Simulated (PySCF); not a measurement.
HCuN + Br₂ → BrCuN + HBr

Level: PBE0 in the def2-TZVP basis family, all electrons, no relativity, computed in PySCF with density fitting; open shells unrestricted.

| species | state and structure | E (Eh) | ZPE (kJ/mol) | H(298 K) − H(0) (kJ/mol) | S° (J/(mol K)) |
| --- | --- | --- | --- | --- | --- |
| HCuN | quartet, Cs, Cu–H 1.532 Å, Cu–N 1.820 Å; H–Cu–N 136.4° | -1695.41471 | 15.1 | 11.7 | 263.6 |
| Br₂ | singlet, D∞h, Br–Br 2.281 Å | -5147.70672 | 2.0 | 9.7 | 244.8 |
| BrCuN | quartet, C∞v, Cu–Br 2.232 Å, Cu–N 1.762 Å; Br–Cu–N 180.0° | -4268.76161 | 5.6 | 14.8 | 315.0 |
| HBr | singlet, C∞v, H–Br 1.421 Å | -2574.45811 | 16.0 | 8.7 | 198.5 |

(1) What is the electronic reaction energy?

(2) Add zero-point, thermal and entropy terms for 298.15 K and 1 bar.

## Answers

(1) At PBE0/def2-TZVP, ΔE = -258.1 kJ/mol from the differences of the total energies times 2625.5, downhill. 

(2) ΔZPE = 4.5 and Δ[H(298) − H(0)] = 2.1 kJ/mol give ΔH° = -251.5 kJ/mol. ΔS° = 5.1 J/(mol K), so ΔG° = -251.5 − 298.15 × (0.0051) = -253 kJ/mol.

Open d or f shells are single determinants, so the state found may not be the ground state. Modes under 40 cm⁻¹ make the shape and entropy of BrCuN uncertain. Each species is the lowest minimum found with this bonding; other isomers or fragments can lie lower.
